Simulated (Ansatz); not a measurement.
H3BNO, SMILES `N[B-]O` (excited triplet; N–B–O–H torsion 0°) (charge -1, multiplicity 3). This triplet is an excited state, 0.75 eV above the relaxed singlet at the level frozen-core CCSD(T)/aug-cc-pVTZ // B3LYP-D3(BJ)/def2-TZVPD (Ansatz, a first-principles code).

Cartesian coordinates (Å):
```xyz
6

N     -0.8699     0.0597    -0.1790
B      0.4262     0.4165    -0.5559
O      1.6263     0.1196     0.0024
H     -1.6940     0.3535    -0.6927
H     -1.0820    -0.5131     0.6263
H      1.5935    -0.4361     0.7988
```
Charge -1, spin multiplicity 3.

Question: Give the natural occupations of the active orbitals, the CASSCF energy and the corrected energy for frozen-core fic-MRCISD+Q@CASSCF(6e,6o)/aug-cc-pVTZ // B3LYP-D3(BJ)/def2-TZVPD (Ansatz).

Answer: 
```json
{
  "natural_occupations": "1.98, 1.98, 1.00, 1.00, 0.02, 0.02",
  "CASSCF energy": "-155.8588 Ha",
  "corrected_energy": "-156.3843 Ha",
  "weight_of_the_reference": "0.897"
}
```
